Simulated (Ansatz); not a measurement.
The first iterations of a band of C$_{3}$H$_{5}$Li (9 atoms, charge 0, multiplicity 1).

Method: UKS CAM-B3LYP/cc-pVDZ in Ansatz.

```
movable images  : 7
climbing image  : yes
spring          : 5.0 eV/Å²
optimiser       : quadratic models (default)
start path      : through a guess of the saddle point
force threshold : 0.05 eV/Å
iteration limit : 60
end points      : relaxed
```

Initial state:

```xyz
9
Properties=species:S:1:pos:R:3
Li -1.223 2.003 0.156
C -0.379 0.321 0.224
C 0.302 0.856 -0.810
C -0.035 -1.074 0.652
H 1.102 0.364 -1.388
H 0.111 1.887 -1.200
H 0.278 -1.085 1.710
H 0.768 -1.548 0.053
H -0.925 -1.724 0.604
```

Final state:

```xyz
9
Properties=species:S:1:pos:R:3
Li -1.220 2.004 0.161
C -0.382 0.319 0.219
C 0.300 0.855 -0.813
C -0.036 -1.074 0.652
H 1.105 0.364 -1.386
H 0.110 1.886 -1.202
H 0.768 -1.549 0.054
H 0.279 -1.080 1.709
H -0.924 -1.725 0.606
```

| iteration | highest image above the first end (eV) | largest band force component (eV/Å) |
| --- | --- | --- |
| 1 | 203.086 | 1338.679 |
| 2 | 94.393 | 422.258 |
| 3 | 52.369 | 229.824 |
| 4 | 33.162 | 121.155 |
| 5 | 24.924 | 80.786 |
| 6 | 13.459 | 37.733 |
| 7 | 13.956 | 44.274 |
| 8 | 11.670 | 34.919 |
| 9 | 7.474 | 16.793 |
| 10 | 5.614 | 8.488 |
| 11 | 5.124 | 6.144 |
| 12 | 4.446 | 3.113 |
| 13 | 3.968 | 2.664 |
| 14 | 4.311 | 5.893 |
| 15 | 3.339 | 2.884 |
| 16 | 2.890 | 3.636 |
| 17 | 2.213 | 3.522 |
| 18 | 1.952 | 2.159 |
| 19 | 2.048 | 1.578 |

Question: Does the band converge within its limit, and where does its top end?

Answer: The forces met the threshold. It ended after 57 iterations with the highest image 2.596 eV above the first end. The profile has 2 maxima (images 3, 6) with wells between them (image 5): this band takes more than one step, which may be the mechanism or a detour left from its start path. Neighbouring images differ by up to 2.3 eV, so the band resolves the path poorly. A vibrational analysis at the climbing image gives one clearly imaginary mode, 1636i cm⁻¹: a first-order saddle point.

The run took 15 min on 2 threads of Arm Neoverse V2, on a shared host, peak memory 0.23 GiB.
